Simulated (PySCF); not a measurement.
Computed with PySCF 2.14.0 with PBE-D3(BJ)/def2-TZVP // M06-2X/def2-TZVP. Isolated molecules, 0 K electronic values unless said otherwise. One relaxed conformer stands for a flexible species; it need not be the lowest. Delta-SCF ions had no search for a lower state. 

Reference species (SMILES): `B` (neutral, multiplicity 1).

| Item | Result |
|---|---|
| LUMO | -3.04 eV |
| HOMO–LUMO gap | 5.44 eV |
| vertical ionisation energy (Delta-SCF) | 12.91 eV |

After one change: the LUMO decreases by 0.17 eV; the HOMO–LUMO gap decreases by 1.96 eV; the vertical ionisation energy (Delta-SCF) decreases by 2.73 eV.

What was changed between the two runs? The new species is one of these.
A. `BB(O)O`
B. `BC`
C. `BCl`
D. `BC#CC`

A, `BB(O)O`
